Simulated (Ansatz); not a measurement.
Mulliken charges of `NB(F)[SiH3]` from ωB97M-V/def2-TZVPP in Ansatz (PBE0-D4/def2-TZVP geometry).

| atom | x (Å) | y (Å) | z (Å) | charge (e) |
| --- | --- | --- | --- | --- |
| N1 | 0.574 | 1.486 | -0.437 | -0.211 |
| B2 | 0.625 | 0.096 | -0.469 | 0.302 |
| F3 | 1.593 | -0.476 | -1.205 | -0.258 |
| Si4 | -0.693 | -1.074 | 0.538 | -0.010 |
| H5 | 1.228 | 2.065 | -0.940 | 0.137 |
| H6 | -0.116 | 1.995 | 0.086 | 0.140 |
| H7 | -1.469 | -1.935 | -0.397 | -0.028 |
| H8 | 0.008 | -1.966 | 1.503 | -0.028 |
| H9 | -1.662 | -0.238 | 1.304 | -0.044 |

By hand: the dipole of these point charges (1 e Å = 4.8032 D).

Σ q r = (-0.070, 0.531, 0.051) e Å, of length 0.538 e Å = 2.58 D.

How does the dipole of the full density compare? (Best estimate.)

The calculation gave: (-0.061, 0.515, 0.045) e Å, 2.50 D; the point charges give 1.03 times that, at 1° from its direction.

Point charges leave out the atoms' own dipoles, such as those of lone pairs, and Mulliken's split depends on the basis, so the close match here is no proof of good charges.
